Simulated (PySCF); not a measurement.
Te(NH2)(OSiH3) (H₅NOSiTe), SMILES N[Te]O[SiH3]. Geometry optimised at B3LYP-D3(BJ)/def2-SVP. The def2 effective core potentials stand for the cores of Te; spin–orbit coupling is left out. The values are those of a single conformer.

Give the equilibrium geometry at B3LYP-D3(BJ)/def2-SVP (PySCF confirms it by a frequency run) as bond lengths and angles. (The exact figures need the calculation; the answer reports its results.)

One answer among several that fit: 
Atoms: Te1 N2 H3 H4 O5 Si6 H7 H8 H9. Bonded distances (Å): Te1–N2 2.014, Te1–O5 2.032, N2–H3 1.019, N2–H4 1.018, O5–Si6 1.670, Si6–H7 1.494, Si6–H8 1.489, Si6–H9 1.498. Bond angles (°): N2–Te1–O5 102.5, Te1–N2–H3 115.1, Te1–N2–H4 115.3, H3–N2–H4 111.1, Te1–O5–Si6 123.1, O5–Si6–H7 112.0, O5–Si6–H8 107.5, O5–Si6–H9 111.1, H7–Si6–H8 109.5, H7–Si6–H9 107.8, H8–Si6–H9 108.9.
Charge 0, spin multiplicity 1.
